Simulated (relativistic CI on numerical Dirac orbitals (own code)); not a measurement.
## Slater and spin-orbit integrals, Cu²⁷⁺

Method of calculation: Dirac-Coulomb-Breit CI, KLI orbitals optimised for each configuration, model QED (radiative potential, 1s self-energy scaled to tabulated hydrogen-like ionisation energies), unscaled Slater integrals (own radial code, finite nucleus).

Slater integrals F^k, G^k are unscaled and averaged over j, outside the closed core (none); ζ comes from projecting the Hamiltonian with its Breit term on Σ l·s of the shell.

- 1s 2s: G^0(1s,2s) = 139310 cm⁻¹; <r>(1s) = 0.05109, <r^2>(1s) = 0.003497, <r>(2s) = 0.2081, <r^2>(2s) = 0.05063 (bohr units).
- 1s 2p: G^1(1s,2p) = 304480, ζ(2p) = 156360 cm⁻¹; <r>(1s) = 0.05109, <r^2>(1s) = 0.003498, <r>(2p) = 0.1759, <r^2>(2p) = 0.03723 (bohr units).
- 1s 3s: G^0(1s,3s) = 36601 cm⁻¹; <r>(1s) = 0.05102, <r^2>(1s) = 0.003486, <r>(3s) = 0.472, <r^2>(3s) = 0.2534 (bohr units).

Averages of the first 10 configurations, taken without configuration mixing, which lowers the lowest level and can move excited configurations by several eV; other configurations of the list can lie among them:

```
Configuration  Parity  States  Average energy above the lowest level (eV)
          1s2    even       1                                         0.0
        1s 2s    even       4                                      8318.9
        1s 2p     odd      12                                      8366.6
        1s 3s    even       4                                      9851.8
        1s 3p     odd      12                                      9865.4
        1s 3d    even      20                                      9873.0
        1s 4s    even       4                                     10383.7
        1s 4p     odd      12                                     10389.4
        1s 4d    even      20                                     10392.6
        1s 4f     odd      28                                     10393.4
```
